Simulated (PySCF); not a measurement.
# Correlation energy of Al⁺ (aluminium, charge +1)

[Ne] 3s1 4s1, 4s spin antiparallel (an excited configuration). Calculation: PySCF 2.14, in dyall-acv3z; scalar relativity by spin-free X2C-1e. Frozen: [Ne]; 2 electrons correlated; the 22 highest virtual orbitals of each spin left out.

Total MP2 correlation energy: -28.82 mhartree.

Same-spin part 0.00 and opposite-spin part -28.82 mhartree; SCS-MP2 scales them by 1/3 and 6/5 to -34.59 mhartree.
